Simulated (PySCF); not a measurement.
PBE0 on Ca⁻ (calcium, charge -1), [Ar] 3d1 4s2, 2D determinant. Computed with PySCF 2.14 in def2-TZVPPD, with no relativity, point nucleus.

```
cycle= 1 E= -677.321812832735  delta_E= -0.00376  |g|= 0.03  |ddm|= 0.375
cycle= 2 E= -677.322086698468  delta_E= -0.000274  |g|= 0.028  |ddm|= 0.129
cycle= 3 E= -677.322491078108  delta_E= -0.000404  |g|= 0.00191  |ddm|= 0.0696
cycle= 4 E= -677.32250732869  delta_E= -1.63e-05  |g|= 0.00056  |ddm|= 0.0232
cycle= 5 E= -677.322510191796  delta_E= -2.86e-06  |g|= 0.000117  |ddm|= 0.0103
cycle= 6 E= -677.322510257364  delta_E= -6.56e-08  |g|= 2.86e-05  |ddm|= 0.00106
cycle= 7 E= -677.322510259433  delta_E= -2.07e-09  |g|= 2.71e-06  |ddm|= 0.000295
cycle= 8 E= -677.322510259485  delta_E= -5.22e-11  |g|= 3.28e-07  |ddm|= 6.27e-05
converged SCF energy = -677.322510259485  <S^2> = 0.7589739  2S+1 = 2.0089539
```

Highest occupied orbital energy: 3.182 eV; ⟨L²⟩ = 6.04; populations by l: s 7.99, p 12.00, d 1.01.

Q: Can this result be used?

A: With care. The calculation finished and met its thresholds. The configuration of this anion was assumed by filling the next shell in order. It is not the known or likely ground configuration (Ca⁻, Sr⁻ and Ba⁻, for instance, bind a p electron), so these values are not the electron affinity of the element. At PBE0 the highest occupied level has a positive energy, so only the finite basis holds that electron.
